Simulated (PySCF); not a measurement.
# What a mistake does to a calculation on BFH5Si2

All numbers below are calculated, not measured. The program is PySCF 2.14.0, an open-source quantum chemistry code, run on an isolated molecule that a program drew, which may never have been made. The molecule is BFH5Si2 (charge 0, doublet), drawn as the SMILES string `FB[SiH2][SiH2]`.

Each row is a Hartree-Fock (HF) and frozen-core CCSD(T) single point in the cc-pV(D+d)Z basis, meant for a local HF minimum. Run 1 is clean. Each other run has one planted mistake out of seven kinds, and not every kind appears here: one electron removed, one electron added, multiplicity raised by two, geometry at a saddle point, minimal basis STO-3G, one bond length entered in bohr, all coordinates scaled. The reference is restricted for singlets and unrestricted otherwise, and also for a bond in bohr. Adding or removing an electron swaps singlet and doublet. Electrons count all cores. HOMO and LUMO are orbital energies over both spins, the gradient is its largest component, and the lowest frequency (negative if imaginary) is given only where the gradient is small. Bond lengths are over the 8 bonds as drawn. T1 is the CCSD diagnostic: over 0.02 (restricted) or 0.045 (unrestricted) a single reference is doubtful.

Geometry of the clean run:
```xyz
9
BFH5Si2, angstrom
F    -2.6330   -1.1049   -2.5374
B    -2.9269   -0.8516   -1.2643
Si   -1.8263   -1.7151    0.2290
Si   -0.1088   -0.2386    0.9089
H    -3.8184   -0.0708   -1.0654
H    -1.2037   -2.9878   -0.2099
H    -2.6874   -1.9724    1.4104
H     0.8608    0.0703   -0.1711
H    -0.6264    1.0305    1.4785
```

```
run,electrons,basis functions,<S^2>,HOMO (eV),LUMO (eV),gradient (hartree/bohr),lowest frequency (cm^-1),mean bond (Å),longest bond (Å),T1,HF (hartree),CCSD(T) (hartree),mistake
1,47,99,0.762,-8.77,0.67,1.6e-05,48,1.6099,2.365,0.0169,-704.90577,-705.42553,no fault
2,47,99,0.760,-8.90,0.41,7.4e-02,-,1.7532,2.575,0.0181,-704.85553,-705.38308,all coordinates scaled
3,47,33,0.754,-5.85,6.07,3.3e-02,-,1.6099,2.365,0.0160,-696.52355,-696.70251,minimal basis STO-3G
4,46,99,0.000,-16.13,-6.90,3.7e-02,-,1.6099,2.365,0.0228,-704.61703,-705.13114,one electron removed
5,47,99,3.768,-6.55,-1.98,3.0e-02,-,1.6099,2.365,0.0252,-704.74873,-705.26095,multiplicity raised by two
6,47,99,1.496,-8.94,1.05,1.8e-02,-,1.8375,3.867,0.0419,-704.81605,-705.32204,?
```

**Which mistake was planted in run 6, and what did it cost?**

The mean bond changes by a factor of 1.141 and the longest by 1.635, so the molecule wasn't scaled as a whole. A length L in bohr read as angstrom grows by (1/0.5292 - 1) L = 0.890 L. The 8 bonds together grew by 8 x 0.2276 = 1.821 Å, which gives L = 2.046 Å. That is bond B2-Si3, 2.046 Å in the clean geometry. So the mistake is: one bond length entered in bohr. Subtracting run 1 and multiplying by 627.51 kcal/mol a hartree, the energy moved by 56.3 kcal/mol in HF and 64.9 kcal/mol in CCSD(T).

Cautions from the logs. Run 4: T1 is over the limit, so its CCSD(T) energy is less reliable.
